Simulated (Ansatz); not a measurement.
Ansatz (a program for electronic structure) input file for N-(silylmethyl)propan-1-amine (C4H13NSi), SMILES CCCNC[SiH3], PBE0-D3(BJ)/def2-SVP. 

Ansatz 0.2 input:
```yaml
crystal:
  periodic: [false, false, false]
  atoms:
    - {symbol: C, position_ang: [-3.62282526, 0.69355252, -0.07517370]}
    - {symbol: C, position_ang: [-2.24798595, 0.37014346, -0.65869793]}
    - {symbol: C, position_ang: [-1.13886338, 0.33631942, 0.39230085]}
    - {symbol: N, position_ang: [0.14313654, -0.03012383, -0.19184745]}
    - {symbol: C, position_ang: [1.25600281, -0.05768584, 0.74502425]}
    - {symbol: Si, position_ang: [2.82904092, -0.69752827, -0.11416581]}
    - {symbol: H, position_ang: [-3.93024323, -0.06373198, 0.67599253]}
    - {symbol: H, position_ang: [-3.62788987, 1.68137460, 0.43129219]}
    - {symbol: H, position_ang: [-4.40351812, 0.71818627, -0.86130476]}
    - {symbol: H, position_ang: [-1.98555248, 1.12389969, -1.43579988]}
    - {symbol: H, position_ang: [-2.26296614, -0.61099701, -1.17944025]}
    - {symbol: H, position_ang: [-1.39051319, -0.42070081, 1.17005381]}
    - {symbol: H, position_ang: [-1.10659646, 1.32239821, 0.93387440]}
    - {symbol: H, position_ang: [0.35754996, 0.60557195, -0.97062725]}
    - {symbol: H, position_ang: [1.46307682, 0.91963413, 1.26234583]}
    - {symbol: H, position_ang: [1.02181919, -0.77583141, 1.56371687]}
    - {symbol: H, position_ang: [3.08471151, 0.12275199, -1.35305634]}
    - {symbol: H, position_ang: [2.67469906, -2.13731989, -0.51660525]}
    - {symbol: H, position_ang: [4.01892507, -0.56295064, 0.80009095]}
basis:
  gaussian:
    orbitals: def2-SVP
hamiltonian:
  xc: pbe0
  dispersion: d3bj
relax: {f_tol: 0.002, max_steps: 200}
```

Output:

```
WARN ansatz: RAYON_NUM_THREADS=2 ignored (pool sized by the plan → 2); use --threads N
Functional definition: PBE0
integrals: 0.15 GiB planned
1721 factors; integrals over basis functions are off by at most 2.7e-4 eV
mean field: 0.92 GiB planned
mean field evaluation 1: about -13701.9390 eV, gradient 5.8e1 eV
mean field evaluation 2: about -13697.9837 eV, gradient 7.0e1 eV
mean field evaluation 4: about -13710.3205 eV, gradient 3.3e0 eV
mean field evaluation 8: about -13710.3821 eV, gradient 1.1e-1 eV
mean field evaluation 16: about -13710.3822 eV, gradient 3.3e-5 eV
mean field -13710.38215679 eV, -503.8472510312 hartree, gradient 3.3e-5 eV, S^2 0.000000; 0 other end points of the search recorded, 0 dependent functions left out
the calculation of the forces begins
reference -13710.38219107 eV, -503.8472522910 hartree; 29, 29 occupied and 124, 124 virtual orbitals, 1721 factors
relax step   1: F+E_penalty+E_count = -13710.72417821 eV  Δ(F+E_penalty+E_count) = +0.000e0 eV  max|allowed force component| = 3.610e-1 eV/Å  Δτ_max = 0.0000 Å  (26 SCF iters, accepted)
these checks for a lower state are left out or cut short: starts, cluster_reference, orbital_swaps, neighbouring_geometries, increment
integrals: 0.15 GiB planned
1721 factors; integrals over basis functions are off by at most 2.7e-4 eV
mean field: 0.92 GiB planned
mean field -13710.40290569 eV, -503.8480135391 hartree, gradient 8.1e-5 eV, S^2 0.000000; 0 other end points of the search recorded, 0 dependent functions left out
the calculation of the forces begins
reference -13710.40293984 eV, -503.8480147944 hartree; 29, 29 occupied and 124, 124 virtual orbitals, 1721 factors
relax step   2: F+E_penalty+E_count = -13710.74660734 eV  Δ(F+E_penalty+E_count) = -2.243e-2 eV  max|allowed force component| = 1.362e-1 eV/Å  Δτ_max = 0.0244 Å  (24 SCF iters, accepted)
these checks for a lower state are left out or cut short: starts, cluster_reference, orbital_swaps, neighbouring_geometries, increment
integrals: 0.15 GiB planned
1721 factors; integrals over basis functions are off by at most 2.6e-4 eV
mean field: 0.92 GiB planned
mean field -13710.40453433 eV, -503.8480733906 hartree, gradient 5.4e-6 eV, S^2 0.000000; 0 other end points of the search recorded, 0 dependent functions left out
the calculation of the forces begins
reference -13710.40456844 eV, -503.8480746442 hartree; 29, 29 occupied and 124, 124 virtual orbitals, 1721 factors
relax step   3: F+E_penalty+E_count = -13710.74866932 eV  Δ(F+E_penalty+E_count) = -2.062e-3 eV  max|allowed force component| = 2.079e-2 eV/Å  Δτ_max = 0.0069 Å  (24 SCF iters, accepted)
these checks for a lower state are left out or cut short: starts, cluster_reference, orbital_swaps, neighbouring_geometries, increment
integrals: 0.15 GiB planned
1721 factors; integrals over basis functions are off by at most 2.6e-4 eV
mean field: 0.92 GiB planned
mean field -13710.40452075 eV, -503.8480728916 hartree, gradient 8.8e-5 eV, S^2 0.000000; 0 other end points of the search recorded, 0 dependent functions left out
the calculation of the forces begins
reference -13710.40455486 eV, -503.8480741452 hartree; 29, 29 occupied and 124, 124 virtual orbitals, 1721 factors
relax step   4: F+E_penalty+E_count = -13710.74877954 eV  Δ(F+E_penalty+E_count) = -1.102e-4 eV  max|allowed force component| = 1.308e-2 eV/Å  Δτ_max = 0.0031 Å  (18 SCF iters, accepted)
these checks for a lower state are left out or cut short: starts, cluster_reference, orbital_swaps, neighbouring_geometries, increment
integrals: 0.15 GiB planned
1721 factors; integrals over basis functions are off by at most 2.6e-4 eV
mean field: 0.92 GiB planned
mean field evaluation 32: about -13710.3657 eV, gradient 1.4e-1 eV
mean field -13710.40457781 eV, -503.8480749885 hartree, gradient 4.5e-5 eV, S^2 0.000000; 0 other end points of the search recorded, 0 dependent functions left out
the calculation of the forces begins
reference -13710.40461192 eV, -503.8480762422 hartree; 29, 29 occupied and 124, 124 virtual orbitals, 1721 factors
relax step   5: F+E_penalty+E_count = -13710.74880739 eV  Δ(F+E_penalty+E_count) = -2.785e-5 eV  max|allowed force component| = 6.136e-3 eV/Å  Δτ_max = 0.0014 Å  (19 SCF iters, accepted)
these checks for a lower state are left out or cut short: starts, cluster_reference, orbital_swaps, neighbouring_geometries, increment
integrals: 0.15 GiB planned
1721 factors; integrals over basis functions are off by at most 2.6e-4 eV
mean field: 0.92 GiB planned
mean field -13710.40461007 eV, -503.8480761739 hartree, gradient 3.8e-5 eV, S^2 0.000000; 0 other end points of the search recorded, 0 dependent functions left out
the calculation of the forces begins
reference -13710.40464418 eV, -503.8480774276 hartree; 29, 29 occupied and 124, 124 virtual orbitals, 1721 factors
relax step   6: F+E_penalty+E_count = -13710.74881627 eV  Δ(F+E_penalty+E_count) = -8.883e-6 eV  max|allowed force component| = 1.441e-3 eV/Å  Δτ_max = 0.0014 Å  (19 SCF iters, accepted)
these checks for a lower state are left out or cut short: starts, cluster_reference, orbital_swaps, neighbouring_geometries, increment
integrals: 0.15 GiB planned
1721 factors; integrals over basis functions are off by at most 2.6e-4 eV
mean field: 0.92 GiB planned
mean field -13710.40461671 eV, -503.8480764180 hartree, gradient 2.5e-5 eV, S^2 0.000000; 0 other end points of the search recorded, 0 dependent functions left out
the calculation of the forces begins
reference -13710.40465083 eV, -503.8480776718 hartree; 29, 29 occupied and 124, 124 virtual orbitals, 1721 factors
relax step   7: F+E_penalty+E_count = -13710.74881896 eV  Δ(F+E_penalty+E_count) = -2.687e-6 eV  max|allowed force component| = 9.067e-4 eV/Å  Δτ_max = 0.0017 Å  (18 SCF iters, accepted)
these checks for a lower state are left out or cut short: starts, cluster_reference, orbital_swaps, neighbouring_geometries, increment
integrals: 0.15 GiB planned
1721 factors; integrals over basis functions are off by at most 2.6e-4 eV
mean field: 0.92 GiB planned
mean field -13710.40462387 eV, -503.8480766812 hartree, gradient 6.8e-5 eV, S^2 0.000000; 0 other end points of the search recorded, 0 dependent functions left out
the calculation of the forces begins
reference -13710.40465799 eV, -503.8480779352 hartree; 29, 29 occupied and 124, 124 virtual orbitals, 1721 factors
relax step   8: F+E_penalty+E_count = -13710.74882217 eV  Δ(F+E_penalty+E_count) = -3.212e-6 eV  max|allowed force component| = 1.227e-3 eV/Å  Δτ_max = 0.0045 Å  (18 SCF iters, accepted)
integrals: 0.15 GiB planned
1721 factors; integrals over basis functions are off by at most 2.6e-4 eV
mean field: 0.92 GiB planned
mean field evaluation 64: about -13710.4046 eV, gradient 3.2e-5 eV
mean field -13710.40462387 eV, -503.8480766812 hartree, gradient 6.8e-5 eV, S^2 0.000000; 1 other end points of the search recorded, 0 dependent functions left out
the calculation of the forces begins
reference -13710.40465799 eV, -503.8480779352 hartree; 29, 29 occupied and 124, 124 virtual orbitals, 1721 factors
Total energy: -13710.74885629 eV, -503.8607269893 hartree
Atom 0 at    -3.603022     0.690105    -0.073940 Å, force     0.000675    -0.000171    -0.000118 eV/Å
Atom 1 at    -2.236123     0.367215    -0.653311 Å, force     0.000108    -0.000001     0.000427 eV/Å
Atom 2 at    -1.134540     0.336071     0.392065 Å, force    -0.000037    -0.000002    -0.000494 eV/Å
Atom 3 at     0.138822    -0.022742    -0.188421 Å, force    -0.001163    -0.000442    -0.000136 eV/Å
Atom 4 at     1.245292    -0.055226     0.740287 Å, force     0.000646    -0.000268    -0.000656 eV/Å
Atom 5 at     2.808423    -0.690774    -0.114102 Å, force    -0.001145     0.000934     0.001227 eV/Å
Atom 6 at    -3.907381    -0.059709     0.673871 Å, force    -0.000091    -0.000028     0.000162 eV/Å
Atom 7 at    -3.607923     1.672807     0.424523 Å, force    -0.000038     0.000088     0.000068 eV/Å
Atom 8 at    -4.377254     0.711126    -0.855226 Å, force    -0.000043    -0.000018     0.000008 eV/Å
Atom 9 at    -1.976006     1.113503    -1.426246 Å, force    -0.000066    -0.000037    -0.000301 eV/Å
Atom 10 at    -2.251915    -0.608378    -1.166633 Å, force    -0.000022    -0.000100    -0.000149 eV/Å
Atom 11 at    -1.384191    -0.416182     1.162624 Å, force     0.000170     0.000019     0.000249 eV/Å
Atom 12 at    -1.102599     1.314346     0.927055 Å, force    -0.000020     0.000274     0.000088 eV/Å
Atom 13 at     0.348820     0.598656    -0.967010 Å, force     0.000357     0.000604     0.000120 eV/Å
Atom 14 at     1.448988     0.914319     1.251559 Å, force    -0.000062     0.000142     0.000187 eV/Å
Atom 15 at     1.013739    -0.769800     1.551351 Å, force    -0.000081    -0.000086     0.000092 eV/Å
Atom 16 at     3.071439     0.128359    -1.339888 Å, force    -0.000088    -0.000547    -0.000315 eV/Å
Atom 17 at     2.650346    -2.118649    -0.520123 Å, force     0.000739     0.000222    -0.000325 eV/Å
Atom 18 at     3.987093    -0.568084     0.799538 Å, force     0.000163    -0.000585    -0.000133 eV/Å
Dipole moment:    -0.147178     0.196025     0.076459 e Å
```

The calculation finished and met its thresholds.
